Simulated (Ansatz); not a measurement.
`[NH]=[Ta]([NH2])([NH2])[Cl]` and `[NH]=[Ta]([NH2])([NH2])[OH]` differ in one atom or group.

Ansatz, PBE0-D4/def2-TZVP geometries, multiplicity 1. Each molecule was computed in one conformer, which needn't be the lowest.

Elements past krypton have def2 core potentials.

```tsv
property	`[NH]=[Ta]([NH2])([NH2])[Cl]`
HOMO energy (PBE0/def2-TZVPP) / eV	-7.47
HOMO–LUMO gap (PBE/def2-TZVPP) / eV	4.79
zero-point energy (PBE0-D4/def2-TZVP) / kJ/mol	172.5
HOMO–LUMO gap (B3LYP/def2-TZVPP) / eV	6.52
size of the dipole moment (PBE/def2-TZVPP) / D	3.00
LUMO energy (B3LYP/def2-TZVPP) / eV	-0.70
```

Give the same properties after the change, and the shifts. (Best estimate.)

The calculation gave: 
| property | `[NH]=[Ta]([NH2])([NH2])[OH]` | shift |
| --- | --- | --- |
| HOMO energy (PBE0/def2-TZVPP) / eV | -6.98 | 0.49 |
| HOMO–LUMO gap (PBE/def2-TZVPP) / eV | 5.03 | 0.24 |
| zero-point energy (PBE0-D4/def2-TZVP) / kJ/mol | 201.7 | 29.2 |
| HOMO–LUMO gap (B3LYP/def2-TZVPP) / eV | 6.59 | 0.07 |
| size of the dipole moment (PBE/def2-TZVPP) / D | 0.65 | -2.35 |
| LUMO energy (B3LYP/def2-TZVPP) / eV | -0.15 | 0.55 |

With PBE0 the HOMO rises by 0.49 eV and the LUMO rises by 0.65 eV, so the gap widens by about 0.16 eV. PBE moves the HOMO by 0.53 eV and ωB97M-V by 0.46 eV. The zero-point energy changes by 29.2 kJ/mol with +3 modes. Dipoles are sizes alone; their direction can turn.

B3LYP here is the variant with VWN-RPA as its local correlation; programs differ in this.
